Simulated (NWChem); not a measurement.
All runs are NWChem calculations. System: CH$_{7}$AlO$_{2}$, charge 0, spin multiplicity 1, at a geometry optimised with B3LYP/def2-SVP. The structure started from a generated list of species. Level: MP2/def2-TZVP, 8 core orbitals frozen.

NWChem printed:

```
             Northwest Computational Chemistry Package (NWChem) 7.3.0
             --------------------------------------------------------

                                NWChem Input Module
                                -------------------

 Scaling coordinates for geometry "geometry" by  1.889725989
 (inverse scale =  0.529177249)

                             Geometry "geometry" -> ""
                             -------------------------

 Output coordinates in angstroms (scale by  1.889725989 to convert to a.u.)

  No.       Tag          Charge          X              Y              Z
 ---- ---------------- ---------- -------------- -------------- --------------
    1 Al                  13.0000    -1.07903100    -0.00361200    -0.44618200
    2 H                    1.0000    -2.25218700    -0.36968900     0.57390700
    3 H                    1.0000    -1.09450500    -0.63440400    -1.91477200
    4 O                    8.0000    -0.34299900     1.56475900    -0.24737900
    5 H                    1.0000    -0.77838900     2.28016400     0.22416400
    6 C                    6.0000     1.68466900    -0.45904700     0.81070500
    7 O                    8.0000     0.52129800    -1.03179400     0.18366300
    8 H                    1.0000     1.92599800    -1.00991000     1.73232700
    9 H                    1.0000     1.42145400     0.58316400     1.02518500
   10 H                    1.0000     2.53925900    -0.47685300     0.11783600
   11 H                    1.0000     0.73137400    -1.83494700    -0.31278600

 Effective nuclear repulsion energy (a.u.)     174.4760665607

            Nuclear Dipole moment (a.u.)
            ----------------------------
        X                 Y               Z
 ---------------- ---------------- ----------------
     0.0000132281     0.0000132281    -0.0000056692


 Summary of "ao basis" -> "" (spherical)
 ------------------------------------------------------------------------------
       Tag                 Description            Shells   Functions and Types
 ---------------- ------------------------------  ------  ---------------------
 *                         def2-tzvp                  on all atoms

 Summary of "ao basis" -> "ao basis" (spherical)
 ------------------------------------------------------------------------------
       Tag                 Description            Shells   Functions and Types
 ---------------- ------------------------------  ------  ---------------------
[...]
    6 C    6     6.11   0.85  1.12  0.49  0.67  0.08  1.20  1.30  0.27  0.03  0.08  0.01
    7 O    8     8.46   0.79  1.18  0.54  0.97  0.23  1.87  2.12  0.72  0.00  0.02  0.00
    8 H    1     0.87   0.27  0.49  0.10  0.02
    9 H    1     0.83   0.26  0.45  0.09  0.02
   10 H    1     0.87   0.27  0.49  0.10  0.02
   11 H    1     0.62   0.24  0.32  0.02  0.05

       Multipole analysis of the density wrt the origin
       ------------------------------------------------

     L   x y z        total         open         nuclear
     -   - - -        -----         ----         -------
     0   0 0 0     -0.000000      0.000000     42.000000

     1   1 0 0      1.454011      0.000000      0.000013
     1   0 1 0     -0.679893      0.000000      0.000013
     1   0 0 1      0.751933      0.000000     -0.000006

     2   2 0 0    -23.811150      0.000000    195.939945
     2   1 1 0     -4.973735      0.000000    -61.075795
     2   1 0 1      0.942317      0.000000     76.388646
     2   0 2 0    -20.884207      0.000000    143.063176
     2   0 1 1      1.554857      0.000000    -21.229520
     2   0 0 2    -27.104765      0.000000     55.353476

                   NWChem MP2 Semi-direct Energy/Gradient Module
                   ---------------------------------------------

  Basis functions       =    172
  Molecular orbitals    =    172
  Frozen core           =      8
  Frozen virtuals       =      0
  Active alpha occupied =     13
  Active beta occupied  =     13
  Active alpha virtual  =    151
  Active beta virtual   =    151
  Use MO symmetry       = F
  Use skeleton AO sym   = F

  AO/Fock/Back tols     =   1.0D-09  1.0D-09  1.0D-09

 GA uses MA = F    GA memory limited = T

 Available:
  local mem=  1.15D+08
 global mem=  1.31D+08
 local disk=  0.00D+00
  mp2_memr nvloc                   151
  nvloc new                   151
   1 passes of  13:        5242880                     158462                  94971064.
   1 passes of  13: M    114679015           G      131012832           F     109436135.

 Semi-direct pass number   1 of   1  for RHF alpha+beta  at       66.5s
  vrange nnbf                 14222
  mp2_eaftype                   362  avail_ma_in_mb                   999
 EAF : mp2_eaftype filesize         362   47485532.
  mp2_eaf for mointskh                    362
Node 0 wrote    223.3 Mb in      0.1 s     Agg I/O rate:  2019.3 Mb/s
 Done moints_semi at       86.2s
  mp2_eaftype                   362  avail_ma_in_mb                   637
 EAF : mp2_eaftype filesize         362   47485532.
  mp2_eaf for kh                   362
 Done maket at       87.3s
 Done multipass loop at       87.3s

          -------------------------------------------
          SCF energy                -433.732675478277
          Correlation energy          -0.742649811670
          Singlet pairs               -0.486568651462
          Triplet pairs               -0.256081160208
          Total MP2 energy          -434.475325289947
          -------------------------------------------

          ---------------------------------------------------
                    Spin Component Scaled (SCS) MP2
          Same spin pairs                     -0.170720773472
          Same spin scaling factor             0.333333333333
          Opposite spin pairs                 -0.571929038198
          Opposite spin scaling fact.          1.200000000000
          SCS-MP2 correlation energy          -0.743221770329
          Total SCS-MP2 energy              -434.475897248606
          ---------------------------------------------------

 -----------------------
 Performance information
 -----------------------

 Timer overhead =  1.93D-07 seconds/call

               Nr. of calls         CPU time (s)                 Wall time (s)                GFlops
             ---------------    -------------------     ------------------------------   -------------------
Name         Min   Avg   Max    Min     Avg     Max     Min     Avg     Max   Mx/calls   Min     Max     Sum
mp2: moin     1     1     1    20.     20.     20.      20.     20.     20.     20.      0.0     0.0     0.0
mp2: make     1     1     1    1.1     1.1     1.1      1.1     1.1     1.1     1.1      0.0     0.0     0.0
mp2: tota     1     1     1    21.     21.     21.      21.     21.     21.     21.      0.0     0.0     0.0

 The average no. of pstat calls per process was 3.00D+00
 with a timing overhead of 5.80D-07s

 Task  times  cpu:       87.3s     wall:       87.3s

 Total times  cpu:       87.3s     wall:       87.3s
```

Task: Write an NWChem input that would produce this output.

Result: One answer among several that fit: 
```
start mol
memory heap 200 mb stack 800 mb global 1000 mb
geometry units angstroms nocenter noautoz noautosym
  Al    -1.079031    -0.003612    -0.446182
  H     -2.252187    -0.369689     0.573907
  H     -1.094505    -0.634404    -1.914772
  O     -0.342999     1.564759    -0.247379
  H     -0.778389     2.280164     0.224164
  C      1.684669    -0.459047     0.810705
  O      0.521298    -1.031794     0.183663
  H      1.925998    -1.009910     1.732327
  H      1.421454     0.583164     1.025185
  H      2.539259    -0.476853     0.117836
  H      0.731374    -1.834947    -0.312786
end
basis spherical
  * library def2-tzvp
end
scf
  rhf
  nopen 0
  maxiter 100
  thresh 1e-7
  semidirect memsize 60000000 filesize 0
end
mp2
  freeze core 8
end
task mp2 energy
```
